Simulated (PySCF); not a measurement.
AlClH2O. Atoms are numbered in the order given.

```xyz
5

Al    -0.5432     0.5378     0.0000
H     -2.0755     0.8150     0.0000
Cl     0.2019    -1.4300     0.0000
O      0.5277     1.8421     0.0000
H      1.4832     1.7675     0.0000
```
Charge 0, spin multiplicity 1.

The structure is a stationary point at B3LYP-D3(BJ)/def2-TZVP. One conformer was computed; it need not be the lowest.

The numbers are results of B3LYP/pcSseg-2 (PySCF), not measurements.

GIAO shieldings, no solvent; atoms alike by connectivity are averaged. δ = σ(ref) − σ: ¹H against TMS (σ = 31.68 ppm); ³⁵Cl against HCl (σ = 930.0 ppm); ¹⁷O against H2O (σ = 325.5 ppm), references at their B3LYP-D3(BJ)/def2-TZVP geometries, non-relativistic (without spin–orbit terms, shifts of atoms bonded to Cl or Br come out too high).

```
atoms  nucleus  count  δ (ppm)
-----  -------  -----  -------
H2          ¹H      1     4.63
H5          ¹H      1      ___
Cl3       ³⁵Cl      1      ___
O4         ¹⁷O      1     65.0
```

Q: Some entries are withheld; supply them. (Estimate from the structure and the level; the computed values follow.)

A: 
- H5, δ (ppm): 2.45
- Cl3, δ (ppm): 23.9
